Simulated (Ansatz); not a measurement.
Ansatz (a program for electronic structure) input (SVWN5/6-31G* with LANL2DZ past Ar): The .json file joins the Basis Set Exchange's 6-31G* for atoms up to Ar and LANL2DZ past it.

Ansatz 0.2 input:
```yaml
crystal:
  periodic: [false, false, false]
  atoms:
    - {symbol: I, position_ang: [2.06232700, -0.38419300, 0.06906700]}
    - {symbol: C, position_ang: [-0.08611300, -0.14602600, -0.00981600]}
    - {symbol: C, position_ang: [-0.95142100, -1.28535600, -0.09441900]}
    - {symbol: C, position_ang: [-2.31223500, -1.07152400, -0.14169000]}
    - {symbol: Se, position_ang: [-2.49458300, 0.85449300, -0.06687300]}
    - {symbol: C, position_ang: [-0.62595400, 1.09604700, 0.02092800]}
    - {symbol: H, position_ang: [-0.52903300, -2.28590200, -0.11970200]}
    - {symbol: H, position_ang: [-0.10410800, 2.03652100, 0.08278700]}
basis:
  gaussian:
    orbitals: 6-31Gs+LANL2DZ.json
hamiltonian:
  xc: {name: SVWN5}
total_charge: -1
output: {forces: true}
```

Output:

```
Functional definition: SVWN5
integrals: 0.03 GiB planned
1021 factors; their error is unknown
mean field: 0.19 GiB planned
mean field evaluation 1: about -4692.1964 eV, gradient 5.3e1 eV
mean field evaluation 2: about -4629.4608 eV, gradient 1.2e2 eV
mean field evaluation 4: about -4699.5355 eV, gradient 1.1e1 eV
mean field evaluation 8: about -4699.9927 eV, gradient 7.0e-1 eV
mean field evaluation 16: about -4699.9246 eV, gradient 4.5e-4 eV
mean field -4699.92457292 eV, -172.7190423315 hartree, gradient 3.8e-5 eV, S^2 0.000000; 0 other end points of the search recorded, 0 dependent functions left out
the calculation of the forces begins
reference -4699.92460225 eV, -172.7190434094 hartree; 20, 20 occupied and 60, 60 virtual orbitals, 1021 factors
Total energy: -4699.92460225 eV, -172.7190434094 hartree
Atom 0 at     2.062327    -0.384193     0.069067 Å, force     0.536243    -0.017316     0.021491 eV/Å
Atom 1 at    -0.086113    -0.146026    -0.009816 Å, force    -0.586720    -0.614269    -0.050597 eV/Å
Atom 2 at    -0.951421    -1.285356    -0.094419 Å, force     0.084753     0.592593     0.028859 eV/Å
Atom 3 at    -2.312235    -1.071524    -0.141690 Å, force    -0.060571    -0.465756    -0.022432 eV/Å
Atom 4 at    -2.494583     0.854493    -0.066873 Å, force    -0.520663     0.488595    -0.000688 eV/Å
Atom 5 at    -0.625954     1.096047     0.020928 Å, force     0.032475     0.043087     0.003189 eV/Å
Atom 6 at    -0.529033    -2.285902    -0.119702 Å, force     0.224474    -0.509456    -0.012484 eV/Å
Atom 7 at    -0.104108     2.036521     0.082787 Å, force     0.290007     0.482522     0.032661 eV/Å
Dipole moment:     1.027971     0.479991     0.063147 e Å
```

The dipole moment of an ion depends on the origin.

The geometry given is a B3LYP-D3(BJ)/def2-TZVP minimum.
